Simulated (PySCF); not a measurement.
C3H5BO2, SMILES C1=CB(O)CO1. Heavy atoms are numbered as in [OH:1][B:2]1[CH:3]=[CH:4][O:5][CH2:6]1. Hydrogens are named by the atom that carries them.

Geometry: B3LYP-D3(BJ)/def2-SVP. This is a generated structure with no PubChem entry under its InChIKey; it may be hypothetical. The values are those of a single conformer.

Computed with PBE0/pcSseg-1 (PySCF).

GIAO shieldings, no solvent; atoms alike by connectivity are averaged. δ = σ(ref) − σ: ¹⁷O against H2O (σ = 334.2 ppm); ¹¹B against BF3 (σ = 88.8 ppm); ¹³C against TMS (σ = 186.3 ppm); ¹H against TMS (σ = 31.56 ppm), references at their B3LYP-D3(BJ)/def2-TZVP geometries, non-relativistic.

| nucleus | atoms | count | δ (ppm) |
|---|---|---|---|
| ¹⁷O | O5 | 1 | 182.2 |
| ¹⁷O | O1 (OH) | 1 | 137.4 |
| ¹¹B | B2 | 1 | 38.8 |
| ¹³C | C4 (CH) | 1 | 191.3 |
| ¹³C | C3 (CH) | 1 | 107.5 |
| ¹³C | C6 (CH2) | 1 | 68.2 |
| ¹H | H on C4 | 1 | 8.12 |
| ¹H | H on C3 | 1 | 5.49 |
| ¹H | H on O1 | 1 | 4.86 |
| ¹H | H on C6 | 2 | 3.93 |
